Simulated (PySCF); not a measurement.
**How methods differ on the excitation energy of Cu**

Cu [Ar] 3d10 4s1 (2S) → Cu [Ar] 3d10 4p1 (2P), as a difference of total energies. Calculation: PySCF 2.14, in x2c-QZVPPall with one added diffuse shell each of s, p, d, f, g type (12s8p7d5f3g, 133 functions); the spin-free X2C one-electron Hamiltonian (Gaussian nucleus). Correlated levels: valence: [Ar] frozen; valence and next inner shell: [Ne] frozen. The calculations carry no spin-orbit coupling.

```tsv
method	excitation energy (cm⁻¹)
UHF	25740
LDA	33687
PBE	32069
PBE0	30710
r2SCAN	31547
BHandHLYP	30240
LC-wPBE	30972
SCS-MP2 (valence)	30615
MP2 (valence and next inner shell)	31971
SCS-MP2 (valence and next inner shell)	31005
```

Task: Estimate what M06-2X gives.

Result: 29419 cm⁻¹, closest to BHandHLYP among the rows shown.

Task: Estimate what MP2 (valence) gives.

Result: 31387 cm⁻¹, closest to r2SCAN among the rows shown.

For comparison: 30701 cm⁻¹ (measured; NIST levels, between the centres of gravity of the two terms).
